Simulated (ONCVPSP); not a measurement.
Transferability test, ONCV potential for zirconium

ONCVPSP 4.0.1 input, shortened (lines: element, Z, core and valence counts, functional; n l f; lmax; l rc ep ncon nbas qcut; lloc lpopt rc5 dvloc0; l nproj debl; icmod fcfact rcfact), LDA (Perdew-Zunger), scalar-relativistic:

```
  Zr 40.00    6    4        3      upf
    1    0    2.00
    2    0    2.00
    2    1    6.00
    3    0    2.00
    3    1    6.00
    3    2   10.00
    4    0    2.00
    4    1    6.00
    4    2    2.50
    5    0    1.50
    2
    0    1.85    0.00    3    6    8.60
    1    1.90    0.00    3    7    8.50
    2    3.05    0.00    3    8    6.10
    4    2    1.70    3.00
    0    2    2.20
    1    2    2.00
    2    3    1.00
    0    0.00    0.00
```

Energies are relative to the spin-unpolarised reference configuration 4s2 4p6 4d2.5 5s1.5; without spin polarisation the order of configurations can differ from experiment.

Task: Give the all-electron excitation energy and the error of the potential for: 4s2 4p6 4d2 5s2; 4s2 4p6 4d2 5s1; 4s2 4p6 4d2 5s0; 4s2 4p6 4d1 5s2.

Result:

```json
{"valence configuration": "4s2 4p6 4d2 5s2", "charge": "0", "ΔE all-electron (eV)": "-0.526", "error AE − PS (meV)": "+4.1"}
{"valence configuration": "4s2 4p6 4d2 5s1", "charge": "+1", "ΔE all-electron (eV)": "6.826", "error AE − PS (meV)": "+1.6"}
{"valence configuration": "4s2 4p6 4d2 5s0", "charge": "+2", "ΔE all-electron (eV)": "20.067", "error AE − PS (meV)": "-1.6"}
{"valence configuration": "4s2 4p6 4d1 5s2", "charge": "+1", "ΔE all-electron (eV)": "7.295", "error AE − PS (meV)": "+44"}
```

Levels in the configuration 4s2 4p6 4d1 5s2:

```json
{"level": "4s", "all-electron (eV)": "-64.335", "pseudo (eV)": "-64.186"}
{"level": "4p", "all-electron (eV)": "-42.132", "pseudo (eV)": "-42.019"}
{"level": "4d", "all-electron (eV)": "-12.264", "pseudo (eV)": "-12.184"}
{"level": "5s", "all-electron (eV)": "-11.254", "pseudo (eV)": "-11.251"}
```

Note: no bound ghost flagged; GHOST(+) flagged for s at 65.9 eV.
